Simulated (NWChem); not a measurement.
InH, singlet; SMILES [InH]

```xyz
2

In     0.0000     0.0000    -0.0141
H      0.0000     0.0000    -1.8774
```
Atoms are numbered in this order, from 1.

Computed with NWChem. Low-valent species are run as closed-shell singlets; no triplet was tried in these runs. Structure relaxed at the PBE0/def2-SVP level. def2 effective core potentials on In; no spin-orbit coupling. B3LYP is NWChem's, with the RPA form of VWN correlation. Static field.

| level | isotropic polarisability (bohr³) | anisotropy (bohr³) |
|---|---|---|
| PBE/def2-SVPD | 51.3 | 22.0 |
| B3LYP/def2-SVPD | 50.6 | … |
| CAM-B3LYP/def2-SVPD | 50.3 | 19.1 |
| BHandHLYP/def2-SVPD | 51.1 | 17.5 |

Q: What belongs in the gaps?

A: 
- B3LYP/def2-SVPD, anisotropy (bohr³): 20.6
